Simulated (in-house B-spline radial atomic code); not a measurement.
Results of a calculation; reference values are marked as such.
# Softness against transferability: the 4p channel of Ag

Ag, [Kr] 4d10 5s1, non-relativistic PBE, spherical and spin-unpolarised, from an all-electron radial atomic-structure program (B-spline basis) (atomic units). The all-electron 4p level is ε = -2.083358 hartree, its outermost node lies just inside 0.46 bohr and its outer maximum at 0.89 bohr.

Troullier-Martins pseudo-orbitals are made for several radii. The cutoffs (hartree) are the plane-wave energies beyond which the orbital holds less than the named kinetic energy per electron. The phase error is the difference, pseudo minus all-electron, of arctan(R P'/P) at R = 1.55 bohr for all radii, half a hartree below and above the level.

```tsv
r_c (bohr)	V_l(0) (hartree)	cutoff for 10 mEh	for 1 mEh	for 0.1 mEh	phase error at ε − 0.5 (mrad)	at ε + 0.5 (mrad)
0.67	-97.02	270	423	> 450	-9.7	-2.0
0.77	-32.82	88.7	163	352	-4.0	-0.7
0.89	-3.99	33.6	75.4	134	-2.1	-0.4
1.01	-0.64	34.9	70.6	91.4	-2.2	-0.4
1.12	-2.60	32.3	62.7	82.4	-2.7	-0.5
1.25	-4.97	26.8	38	68.2	-5.1	-0.9
```

(1) Which radius needs the lowest cutoff for 1 mEh while both phase errors stay within 4.1 mrad?

(2) What does the larger radius buy, and what does it cost?

Answers

(1) The radii within that limit are 0.77, 0.89, 1.01, 1.12 bohr; of these r_c = 1.12 needs the least, 62.7 hartree, that is 125 Ry or 1706 eV.

(2) From r_c = 0.67 to 1.25 bohr the cutoff for 1 mEh goes from 423 to 38 hartree, a factor of 11.13, against 3.48 for a pure 1/r_c² scaling, end to end; step by step it is 423, 163, 75.4, 70.6, 62.7, 38, and for 0.1 mEh > 450, 352, 134, 91.4, 82.4, 68.2; the number of plane waves goes as the cutoff to the power 3/2, here a factor of 37.1. The larger of the two phase errors is least at r_c = 0.89 bohr, 2.1 mrad; it is 9.7 at the smallest radius and 5.1 at the largest. These errors test the reference atom alone. The smallest radius lies well inside the outer maximum, where the nodeless form must bend sharply to keep the norm, so it is both harder and scatters less well than the next. Large radii also let the cores of neighbours overlap, which an atom doesn't show.
